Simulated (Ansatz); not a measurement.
C3H5BrO, SMILES `CC1(Br)CO1`, relaxed with RKS PBE0-D4/def2-TZVP in Ansatz 0.2.0 from a PBE-D4/def2-SVP geometry. The force threshold is 0.005 eV/Å; the program also tests the step.

Charge 0, multiplicity 1.

Start:

```xyz
10

C     0.987   -0.811    0.100
C    -0.170    0.017   -0.390
Br   -1.174   -0.905   -1.830
C    -0.926    0.990    0.416
O     0.035    1.379   -0.592
H     1.711   -0.980   -0.721
H     0.639   -1.795    0.467
H     1.502   -0.273    0.922
H    -0.621    1.194    1.460
H    -1.984    1.184    0.167
```

Question: How much energy does the relaxation release, and in how many steps? (Estimate.)

Answer: The calculation gave: 1.18 kcal/mol, in 6 steps.

Question: Which bonds change most? (An estimate is asked.)

Answer: Computed: C2–Br3 from 1.983 to 1.946 Å; C4–H9 from 1.107 to 1.087 Å; C4–H10 from 1.105 to 1.085 Å; C2–C4 from 1.472 to 1.455 Å.

Question: Give the relaxed structure. (Best estimate.)

Answer: The calculation gave: 
```xyz
10

C     0.976   -0.802    0.101
C    -0.175    0.011   -0.391
Br   -1.156   -0.884   -1.812
C    -0.915    0.972    0.412
O     0.027    1.366   -0.592
H     1.690   -0.972   -0.706
H     0.633   -1.769    0.471
H     1.477   -0.263    0.908
H    -0.604    1.166    1.435
H    -1.954    1.174    0.172
```
